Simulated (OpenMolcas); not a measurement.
Computed levels of 4d in ions with 37 electrons, in cm-1 above 2D 3/2.

- Program: OpenMolcas
- Method: CASSCF
- Basis: ANO-RCC-VQZP
- Scalar Hamiltonian: DKH2, point nucleus
- Spin-orbit coupling: RASSI with atomic mean-field integrals over the reference wave functions, term energies averaged over their components

Active space for each ion: 1 electron in 10 orbitals (4d 5d).

| Level | Nb4+ | Mo5+ | Ru7+ |
| --- | --- | --- | --- |
| 2D 5/2 | 1787 | 2418 | 4037 |

Estimate 2D 5/2 for Tc6+ from its neighbours Mo5+ and Ru7+.

2D 5/2 is fine structure, which grows about as the fourth power of a screened charge, so the fourth roots are averaged: ((2418^0.25 + 4037^0.25) / 2)^4 = 3150. The calculation gives 3144, so the estimate is off by +0.2 %.

With one active electron outside closed inactive shells, the extra shells (5d) add no correlation to the reference. With one active electron the reference holds no correlation, so core polarisation is missing. Levels of configurations outside the active space are missing.
